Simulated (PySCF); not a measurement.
Si(OH)4 (H₄O₄Si), SMILES O[Si](O)(O)O. Geometry: PBE-D3(BJ)/def2-SVP. The isomer is the one that the SMILES or the coordinates give; other isomers of the formula were not compared. The values are those of a single conformer.

All values below come from PBE-D3(BJ)/def2-SVP (PySCF).

Harmonic wavenumbers (cm⁻¹): 191, 192, 267, 269, 269, 344, 350, 350, 387, 732, 811, 817, 818, 818, 908, 981, 981, 3767, 3767, 3768, 3769. Rotational constants (GHz): 4.013, 4.013, 3.519; symmetry number 2.

Question: Work out the zero-point energy and the ideal-gas rigid-rotor harmonic-oscillator thermochemistry at 298.15 K and 1 atm.

Answer: ZPE = ½ Σ hcν = ½ × 24555 cm⁻¹ = 146.87 kJ/mol. H − E(el) = 168.53 kJ/mol. Entropy in J/(mol K): translation 165.69, rotation 103.61, vibration 63.47, total 332.77. G − E(el) = 69.31 kJ/mol. Cp = 115.63 J/(mol K).
